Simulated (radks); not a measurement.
Excited configurations of the ytterbium ion Yb2+: one electron is placed in a higher orbital outside [Xe] 4f13. The ground configuration is [Xe] 4f14. Calculated with a radial shooting solver on a logarithmic mesh with Libxc functionals: scalar-relativistic Kohn-Sham, LDA (Slater exchange, Perdew-Wang correlation), spin-polarised, spherical densities, point nucleus; open shells are filled with parallel spins first (spin-orbit coupling, left out, can overturn this in heavy ions). Excitation = E - E(ground); binding = E(ion) - E, where the ion is the core of charge +3; n* = 3/sqrt(2 binding) in atomic units, and the quantum defect is n - n*.

outer orbital  excitation (eV)  binding (eV)     n*  quantum defect  eigenvalue (eV)  <r> (bohr)
5f                      18.726         8.008  3.910           1.090           -6.448       5.613
6s                       5.425        21.309  2.397           3.603          -18.113       3.055
6d                      16.881         9.853  3.525           2.475           -8.273       5.486
6f                      21.438         5.295  4.809           1.191           -4.434       9.769
7s                      16.114        10.619  3.396           3.604           -9.180       5.984
7p                      18.081         8.653  3.762           3.238           -7.438       7.031
7d                      20.685         6.048  4.499           2.501           -5.181       9.493

The Delta-SCF ionisation energy is 26.734 eV (NIST Atomic Spectra Database: 25.05 eV, semi-empirical). Self-interaction in the functional shifts the binding energies and quantum defects, so they are the method's values and not measured ones. Open shells are spherical and high-spin; term and fine-structure splittings are not resolved. Spin-orbit splitting is averaged out at the scalar-relativistic level.
